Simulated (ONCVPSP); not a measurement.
# Be, ONCV: configuration errors across variants

ONCVPSP 4.0.1 input, shortened (lines: element, Z, core and valence counts, functional; n l f; lmax; l rc ep ncon nbas qcut; lloc lpopt rc5 dvloc0; l nproj debl; icmod fcfact rcfact), LDA (Perdew-Zunger), scalar-relativistic:

```
  Be 4.00    0    2        3      upf
    1    0    2.00
    2    0    2.00
    1
    0    0.70    0.00    3    6   21.40
    1    0.70    0.05    4    7   14.20
    4    5    0.50    1.00
    0    2    1.70
    1    3    2.40
    0    0.00    0.00
```

All-electron excitation energies from the reference (eV): (1) 1s2 2s1 9.520; (2) 1s2 2s0 27.298; (3) 1s2 2s1.5 3.752; (4) 1s2 2s0 2p2 7.071.

A true bound ghost makes a file unfit for plane-wave use even where its test errors are small: the radial tests pick states by their node count and pass the ghost by.

Errors AE − PS in meV (a dash: test not solved or not reliable):

```csv
change,(1),(2),(3),(4),bound ghosts,GHOST(+) flags above zero
base,+0.4,+2.3,+0.1,+4.2,none,p
"p: rc 0.48; local potential polynomial inside 0.48 bohr (lpopt 5, dvloc0 1 Ha)",+0.4,+2.3,+0.1,–,p,p
p: rc 0.58,+0.4,+2.3,+0.1,+4.1,none,p
p: rc 0.66,+0.4,+2.3,+0.1,+5.6,none,p
p: rc 0.8,+0.4,+2.3,+0.1,+3.0,none,none
p: rc 0.92,+0.4,+2.3,+0.1,+2.7,none,none
p: rc 1,+0.4,+2.3,+0.1,+2.0,none,none
```

(1) Give the same row for: p: rc 0.88.

Results:

(1) +0.4, +2.3, +0.1, +2.7; bound ghosts: none; GHOST(+) flags above zero: none.
